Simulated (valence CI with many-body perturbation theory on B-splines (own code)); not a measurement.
**E1 line list for Sn18+**

Calculated by relativistic CI+MBPT: four valence electrons over a frozen Dirac-Fock core [Ar] 3d10, radial functions for each j: 11 s, 11 p, 9 d, 7 f, 5 g, 2 h, 1 i, with the one-electron correlation potential Σ1 (screened to all orders), the two-electron term Σ2, the three-electron term Σ3, Breit, model QED; selected single and double excitations, second order for the rest (own B-spline code, finite nucleus).

No measured levels were compared; by estimate levels hold to about 250 cm⁻¹ or 0.2 % of their energy and the worst to 1 %, as in measured heavy ions of charge 2 to 7; those with d or f electrons hold less well.

Lines 151 to 200 of 225 in falling wavelength, among levels below 1220800 cm⁻¹, chosen from the strongest by gf and those to the six lowest levels. Wavelengths and rates use the calculated energies, so an error of 1000 cm⁻¹ moves a line at 153.0 Å by 0.15 % and its rate by three times that or more. Electric multipoles are in the length gauge, E1 and E2 with the static RPA response of the core. Weak lines are less certain than strong ones. Lines between different terms over intervals too small for the method are left out, as are lines whose strength nearly cancels. Where a level lies close to another of its J and parity, the split of strength between their lines is uncertain. The highest levels of a list are the least certain.

Names give the largest LS component (configuration and term), which can be under half, so a name can repeat, a term be missing and a line seem to break the LS rules; names also repeat where a configuration has a term twice. Letters in brackets count levels of one name in rising energy.

| λ vac (Å) | Upper | Lower | A (s⁻¹) | S (a.u.) with core polarisation | S without |
| --- | --- | --- | --- | --- | --- |
| 153.0 | 4s 4p2 4d 3D_3 [a] | 4s 4p3 3D°_3 | 1.98e+10 | 2.45e-01 | 2.65e-01 |
| 152.3 | 4s2 4p 4d 3D°_1 | 4s2 4p2 3P_1 | 2.71e+10 | 1.41e-01 | 1.53e-01 |
| 152.1 | 4s 4p2 4d 3P_1 [b] | 4s 4p3 3P°_0 | 2.86e+10 | 1.49e-01 | 1.61e-01 |
| 151.8 | 4s 4p2 4d 3P_1 [a] | 4s 4p3 3D°_1 | 6.57e+10 | 3.40e-01 | 3.68e-01 |
| 151.0 | 4s 4p2 4d 3F_2 [a] | 4s 4p3 5S°_2 | 4.45e+09 | 3.78e-02 | 4.09e-02 |
| 150.9 | 4s 4p2 4d 3D_3 [b] | 4s 4p3 3D°_3 | 2.35e+10 | 2.78e-01 | 3.01e-01 |
| 150.7 | 4s 4p2 4d 3P_1 [c] | 4s 4p3 1D°_2 | 5.00e+10 | 2.54e-01 | 2.75e-01 |
| 150.3 | 4s 4p2 4d 3P_2 [b] | 4s 4p3 1D°_2 | 6.23e+10 | 5.22e-01 | 5.64e-01 |
| 150.0 | 4s 4p2 4d 3F_2 [b] | 4s 4p3 3D°_1 | 2.98e+10 | 2.48e-01 | 2.68e-01 |
| 149.6 | 4s 4p2 4d 1G_4 | 4s 4p3 3D°_3 | 2.41e+10 | 3.59e-01 | 3.86e-01 |
| 148.8 | 4s 4p2 4d 3P_2 [b] | 4s 4p3 3P°_1 | 3.27e+10 | 2.66e-01 | 2.87e-01 |
| 147.5 | 4s 4p2 4d 3D_3 [a] | 4s 4p3 3D°_2 | 1.01e+10 | 1.12e-01 | 1.21e-01 |
| 147.1 | 4s 4p2 4d 3P_1 [c] | 4s 4p3 3P°_0 | 2.36e+10 | 1.11e-01 | 1.20e-01 |
| 147.0 | 4s 4p2 4d 3D_2 [a] | 4s 4p3 3D°_3 | 2.63e+10 | 2.06e-01 | 2.23e-01 |
| 147.0 | 4s 4p3 1P°_1 | 4s2 4p2 3P_0 | 4.44e+09 | 2.09e-02 | 2.26e-02 |
| 146.9 | 4s2 4p 4d 1F°_3 | 4s2 4p2 3P_2 | 2.03e+11 | 2.23e+00 | 2.40e+00 |
| 146.5 | 4s 4p2 4d 3D_1 [a] | 4s 4p3 3D°_2 | 1.27e+10 | 5.92e-02 | 6.41e-02 |
| 145.6 | 4s 4p2 4d 3D_3 [b] | 4s 4p3 3D°_2 | 8.51e+10 | 9.08e-01 | 9.77e-01 |
| 145.5 | 4s 4p2 4d 3F_3 [b] | 4s 4p3 3D°_3 | 4.75e+10 | 5.06e-01 | 5.46e-01 |
| 145.3 | 4s 4p2 4d 3D_2 [b] | 4s 4p3 3D°_3 | 1.29e+10 | 9.78e-02 | 1.06e-01 |
| 145.0 | 4s 4p2 4d 3F_3 [a] | 4s 4p3 5S°_2 | 5.73e+10 | 6.04e-01 | 6.52e-01 |
| 144.7 | 4s 4p2 4d 3D_1 [b] | 4s 4p3 3D°_2 | 1.62e+10 | 7.27e-02 | 7.86e-02 |
| 144.6 | 4s2 4p 4d 1D°_2 | 4s2 4p2 1D_2 | 6.82e+10 | 5.09e-01 | 5.51e-01 |
| 144.3 | 4s 4p2 4d 3P_2 [a] | 4s 4p3 5S°_2 | 1.92e+09 | 1.42e-02 | 1.55e-02 |
| 144.3 | 4s2 4p 4d 1P°_1 | 4s2 4p2 3P_2 | 6.14e+07 | 2.73e-04 | 2.80e-04 |
| 143.0 | 4s 4p2 4d 3D_3 [c] | 4s 4p3 3D°_3 | 6.81e+10 | 6.87e-01 | 7.43e-01 |
| 142.9 | 4s 4p2 4d 3D_1 [a] | 4s 4p3 3D°_1 | 1.52e+10 | 6.56e-02 | 7.10e-02 |
| 142.5 | 4s 4p2 4d 3P_0 [a] | 4s 4p3 3D°_1 | 4.31e+10 | 6.16e-02 | 6.68e-02 |
| 142.0 | 4s 4p2 4d 3D_2 [a] | 4s 4p3 3D°_2 | 5.07e+10 | 3.58e-01 | 3.87e-01 |
| 141.8 | 4s 4p2 4d 5P_3 | 4s 4p3 5S°_2 | 1.12e+11 | 1.10e+00 | 1.19e+00 |
| 141.7 | 4s 4p2 4d 3D_1 [c] | 4s 4p3 3D°_2 | 6.08e+10 | 2.56e-01 | 2.77e-01 |
| 141.2 | 4s2 4p 4d 3D°_3 | 4s2 4p2 1D_2 | 1.96e+11 | 1.90e+00 | 2.05e+00 |
| 141.2 | 4s2 4p 4d 1D°_2 | 4s2 4p2 3P_1 | 9.44e+10 | 6.55e-01 | 7.09e-01 |
| 141.2 | 4s2 4p 4d 3P°_1 | 4s2 4p2 1D_2 | 3.31e+10 | 1.38e-01 | 1.49e-01 |
| 141.2 | 4s 4p2 4d 3D_1 [b] | 4s 4p3 3D°_1 | 2.09e+10 | 8.69e-02 | 9.40e-02 |
| 140.7 | 4s 4p2 4d 5P_2 | 4s 4p3 5S°_2 | 1.88e+11 | 1.29e+00 | 1.40e+00 |
| 140.4 | 4s 4p2 4d 3D_2 [b] | 4s 4p3 3D°_2 | 5.11e+10 | 3.49e-01 | 3.77e-01 |
| 140.0 | 4s 4p2 4d 3F_2 [c] | 4s 4p3 3D°_2 | 2.08e+10 | 1.41e-01 | 1.52e-01 |
| 139.9 | 4s 4p2 4d 5P_1 | 4s 4p3 5S°_2 | 1.93e+11 | 7.83e-01 | 8.46e-01 |
| 139.3 | 4s2 4p 4d 3P°_0 | 4s2 4p2 3P_1 | 1.62e+11 | 2.16e-01 | 2.34e-01 |
| 139.2 | 4s2 4p 4d 3P°_2 [b] | 4s2 4p2 1D_2 | 3.52e+10 | 2.34e-01 | 2.53e-01 |
| 138.3 | 4s 4p2 4d 3D_1 [c] | 4s 4p3 3D°_1 | 6.13e+10 | 2.40e-01 | 2.60e-01 |
| 138.2 | 4s 4p2 4d 3D_3 [c] | 4s 4p3 3D°_2 | 1.45e+11 | 1.32e+00 | 1.42e+00 |
| 138.1 | 4s 4p2 4d 3P_1 [a] | 4s 4p3 5S°_2 | 2.19e+10 | 8.55e-02 | 9.26e-02 |
| 138.0 | 4s2 4p 4d 3D°_1 | 4s2 4p2 3P_0 | 2.02e+11 | 7.87e-01 | 8.51e-01 |
| 137.9 | 4s2 4p 4d 3P°_1 | 4s2 4p2 3P_1 | 1.19e+11 | 4.63e-01 | 5.01e-01 |
| 137.9 | 4s 4p2 4d 3G_3 | 4s 4p3 5S°_2 | 1.27e+08 | 1.15e-03 | 1.25e-03 |
| 137.9 | 4s 4p2 4d 3P_0 [b] | 4s 4p3 3D°_1 | 7.21e+10 | 9.32e-02 | 1.01e-01 |
| 137.7 | 4s 4p2 4d 3F_4 [b] | 4s 4p3 3D°_3 | 2.58e+11 | 3.00e+00 | 3.23e+00 |
| 136.7 | 4s 4p2 4d 3F_2 [c] | 4s 4p3 3D°_1 | 1.56e+11 | 9.84e-01 | 1.06e+00 |
